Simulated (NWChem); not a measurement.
C₃H₇NSi; SMILES C=C/C=N/[SiH3]

Computed with NWChem. Pople sets run with spherical d functions. Coordinates come from a B3LYP/6-31G* (spherical d) optimisation. Level: B3LYP/6-31G* with SMD, gas-phase geometry; reactions with the solvents are ignored. One conformer.

```json
[
 {"SMD term (kcal/mol)": "distortion of the solute's density", "water": "0.78", "toluene": "0.21"},
 {"SMD term (kcal/mol)": "polarisation", "water": "-4.40", "toluene": "-2.17"},
 {"SMD term (kcal/mol)": "cavity, dispersion and structure", "water": "4.08", "toluene": "-0.82"}
]
```

Question: Sum the solvation free energies, find the transfer free energy from water to toluene and the partition coefficient at 298.15 K.

Answer: 
1. ΔG(solv, water) = 0.46 kcal/mol and ΔG(solv, toluene) = -2.78 kcal/mol (1 M gas to 1 M solution).
2. Transfer: -2.78 − (0.46) = -3.24 kcal/mol.
3. log₁₀ K(toluene/water) = −ΔG/(RT ln 10) = 3.24/1.364 = 2.4, so the model puts more of the solute in toluene.
4. Of the transfer energy, 1.66 kcal/mol is electrostatic and -4.90 comes from the non-electrostatic term. The two phases are taken as the pure solvents.
